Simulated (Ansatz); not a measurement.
The cluster Mg2Se2⁺. The state is a doublet with charge 1. Geometry r2SCAN-D4/def2-SVP, that of the neutral singlet.

```xyz
4

Mg   -1.0265   -0.8776   -0.1571
Mg    1.0264    0.8776    0.1571
Se   -0.0535   -0.3008    2.0307
Se    0.0535    0.3008   -2.0307
```

The structure comes from a short search, and lower isomers may exist.

(1) Estimate the α-spin orbital energies around the gap (eV) in Ansatz with PBE-D4/def2-TZVP, r2SCAN-D4/def2-TZVP, PBE0-D4/def2-TZVP.

## Answers

(1) 
```json
{"orbital": "HOMO−5", "PBE-D4/def2-TZVP": "-12.71", "r2SCAN-D4/def2-TZVP": "-12.88", "PBE0-D4/def2-TZVP": "-13.89"}
{"orbital": "HOMO−4", "PBE-D4/def2-TZVP": "-11.86", "r2SCAN-D4/def2-TZVP": "-12.03", "PBE0-D4/def2-TZVP": "-12.94"}
{"orbital": "HOMO−3", "PBE-D4/def2-TZVP": "-11.26", "r2SCAN-D4/def2-TZVP": "-11.57", "PBE0-D4/def2-TZVP": "-12.45"}
{"orbital": "HOMO−2", "PBE-D4/def2-TZVP": "-11.21", "r2SCAN-D4/def2-TZVP": "-11.44", "PBE0-D4/def2-TZVP": "-12.28"}
{"orbital": "HOMO−1", "PBE-D4/def2-TZVP": "-10.94", "r2SCAN-D4/def2-TZVP": "-11.14", "PBE0-D4/def2-TZVP": "-12.00"}
{"orbital": "HOMO", "PBE-D4/def2-TZVP": "-10.82", "r2SCAN-D4/def2-TZVP": "-11.13", "PBE0-D4/def2-TZVP": "-11.98"}
{"orbital": "LUMO", "PBE-D4/def2-TZVP": "-7.65", "r2SCAN-D4/def2-TZVP": "-7.16", "PBE0-D4/def2-TZVP": "-6.95"}
{"orbital": "LUMO+1", "PBE-D4/def2-TZVP": "-7.05", "r2SCAN-D4/def2-TZVP": "-6.51", "PBE0-D4/def2-TZVP": "-6.32"}
{"orbital": "LUMO+2", "PBE-D4/def2-TZVP": "-5.50", "r2SCAN-D4/def2-TZVP": "-5.09", "PBE0-D4/def2-TZVP": "-4.80"}
{"orbital": "LUMO+3", "PBE-D4/def2-TZVP": "-5.01", "r2SCAN-D4/def2-TZVP": "-4.54", "PBE0-D4/def2-TZVP": "-4.34"}
{"orbital": "LUMO+4", "PBE-D4/def2-TZVP": "-4.59", "r2SCAN-D4/def2-TZVP": "-4.14", "PBE0-D4/def2-TZVP": "-3.82"}
{"orbital": "LUMO+5", "PBE-D4/def2-TZVP": "-4.21", "r2SCAN-D4/def2-TZVP": "-3.73", "PBE0-D4/def2-TZVP": "-3.53"}
{"orbital": "β HOMO", "PBE-D4/def2-TZVP": "-10.59", "r2SCAN-D4/def2-TZVP": "-10.62", "PBE0-D4/def2-TZVP": "-11.03"}
{"orbital": "β LUMO", "PBE-D4/def2-TZVP": "-10.04", "r2SCAN-D4/def2-TZVP": "-9.98", "PBE0-D4/def2-TZVP": "-9.42"}
```
